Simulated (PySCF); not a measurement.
Species: C4H11ClOSi2.
Z-matrix (Å and degrees, PBE0-D3(BJ)/def2-SVP geometry), rows numbered from 1:
```
Si
C   1  1.8881
Si  2  1.8535  1  115.68
Cl  3  2.0806  2  107.69  1   -70.17
C   3  1.8739  2  121.02  1   161.21
C   5  1.5361  3   99.51  2  -145.50
C   6  1.5329  5  107.62  3    38.33
O   7  1.4179  6  109.38  5   -37.43
H   1  1.4925  2  110.22  3    57.01
H   1  1.4960  2  109.47  3   176.56
H   1  1.4921  2  110.41  3   -63.85
H   2  1.1033  1  108.45  3  -122.01
H   2  1.1040  1  108.52  3   121.50
H   5  1.1046  3  108.97  2   -29.18
H   5  1.0985  3  115.87  2    92.74
H   6  1.1017  5  112.95  3   161.14
H   6  1.1030  5  109.06  3   -79.95
H   7  1.1062  6  110.46  5    82.34
H   7  1.1017  6  111.55  5  -158.28
```

Computed with PySCF at PBE0/pcSseg-1 and CAM-B3LYP/def2-SVPD, non-relativistic, on one gas-phase PBE0-D3(BJ)/def2-SVP geometry that isn't relaxed in the solvent. The solvent is an IEF-PCM continuum (cavity from Bondi-type radii × 1.2). Specific hydrogen bonds and non-electrostatic terms are outside this model.

Gas phase at PBE0/pcSseg-1: HOMO -8.14 eV, LUMO 0.73 eV, dipole 3.14 D.

**Question.** What does the continuum do to the energy, the frontier levels and the dipole at PBE0/pcSseg-1 in acetonitrile and water?

**Answer.** 
```
     solvent      ε  E(solvent) − E(gas) (kcal/mol)  polarisation term (kcal/mol)  distortion of the solute (kcal/mol)  HOMO (eV)  LUMO (eV)  dipole (D)
acetonitrile  35.69                           -4.74                         -5.69                                 0.95      -8.10       0.86        4.27
       water  78.36                           -4.88                         -5.89                                 1.01      -8.10       0.86        4.30
```

The first energy column is the sum of the next two and covers electrostatics alone. From acetonitrile to water the lowering changes by a factor 1.03, Onsager's factor (ε − 1)/(2ε + 1) by 1.02 and ε itself by 2.2.

**Question.** Which radius a makes the point-dipole formula ΔE = −[(ε − 1)/(2ε + 1)]·μ²/a³ give the value in water, with the gas-phase dipole?

**Answer.** μ = 1.235 au and |ΔE| = 0.00778 Eh give a = 2.43 Å; the farthest nucleus lies 4.42 Å from the centroid of the nuclei, so such a sphere wouldn't even hold the nuclei. The formula assumes a rigid point dipole at the centre of a sphere.

**Question.** Which Hirshfeld charges (PBE0/pcSseg-1) respond most in acetonitrile (means over atoms taken as equivalent)?

**Answer.** 
```json
{"atoms": "Cl4", "environment": "silicon-bound chlorine", "gas (e)": "-0.147", "solvent (e)": "-0.171", "change": "-0.024"}
{"atoms": "O8", "environment": "silyl ether oxygen", "gas (e)": "-0.236", "solvent (e)": "-0.253", "change": "-0.017"}
{"atoms": "H13", "environment": "methylene hydrogen", "gas (e)": "+0.051", "solvent (e)": "+0.063", "change": "+0.012"}
{"atoms": "H14", "environment": "methylene hydrogen", "gas (e)": "+0.042", "solvent (e)": "+0.051", "change": "+0.009"}
{"atoms": "H12", "environment": "methylene hydrogen", "gas (e)": "+0.049", "solvent (e)": "+0.057", "change": "+0.008"}
{"atoms": "H16", "environment": "methylene hydrogen", "gas (e)": "+0.046", "solvent (e)": "+0.052", "change": "+0.006"}
{"atoms": "H18", "environment": "methylene hydrogen", "gas (e)": "+0.036", "solvent (e)": "+0.042", "change": "+0.006"}
{"atoms": "H9/H10/H11", "environment": "Si–H hydrogen", "gas (e)": "-0.077", "solvent (e)": "-0.081", "change": "-0.004"}
```

**Question.** Which Mayer bond orders change most in acetonitrile?

**Answer.** 
```tsv
bond	length (Å)	gas	solvent	change
Si3–Cl4	2.081	0.985	0.927	-0.058
C7–O8	1.418	0.899	0.880	-0.019
Si3–C5	1.874	0.916	0.933	+0.017
C2–Si3	1.854	0.948	0.963	+0.015
Si1–C2	1.888	0.895	0.908	+0.013
C2–H13	1.104	0.925	0.916	-0.009
C2–H12	1.103	0.925	0.917	-0.008
Si1–H9	1.492	0.950	0.944	-0.006
```

**Question.** How do the nuclear quadrupole coupling constants eQVzz/h respond in acetonitrile?

**Answer.** 
```json
{"nucleus": "35Cl at Cl4", "Q (barn)": "-0.0817", "gas (MHz)": "-38.97", "solvent (MHz)": "-37.22", "η gas": "0.05", "η solvent": "0.06"}
{"nucleus": "17O at O8", "Q (barn)": "-0.0256", "gas (MHz)": "-9.98", "solvent (MHz)": "-9.77", "η gas": "0.40", "η solvent": "0.41"}
```

Gas phase at CAM-B3LYP/def2-SVPD: HOMO -9.57 eV, LUMO 0.91 eV, dipole 3.06 D.

**Question.** What does the continuum do to the energy, the frontier levels and the dipole at CAM-B3LYP/def2-SVPD in acetonitrile?

**Answer.** 
```csv
solvent,ε,E(solvent) − E(gas) (kcal/mol),polarisation term (kcal/mol),distortion of the solute (kcal/mol),HOMO (eV),LUMO (eV),dipole (D)
acetonitrile,35.69,-4.63,-5.71,1.08,-9.51,1.00,4.31
```

The atom shares or the degeneracy of the HOMO differ from the gas phase in acetonitrile, so that column needn't follow one orbital.

**Question.** How does the static polarisability (CAM-B3LYP/def2-SVPD, frozen core, with the continuum's full static response) change?

**Answer.** 
```json
{"medium": "gas", "isotropic (au)": "112.2", "principal values (au)": "99.5, 108.2, 128.9", "⟨r²⟩ of the electrons (bohr²)": "1803.2"}
{"medium": "acetonitrile", "isotropic (au)": "152.0", "principal values (au)": "140.3, 151.0, 164.6", "⟨r²⟩ of the electrons (bohr²)": "1802.5"}
```

The isotropic value in acetonitrile is 1.35 times the gas-phase one; no cavity-field correction is applied. ⟨r²⟩ is taken about the centre of nuclear charge.
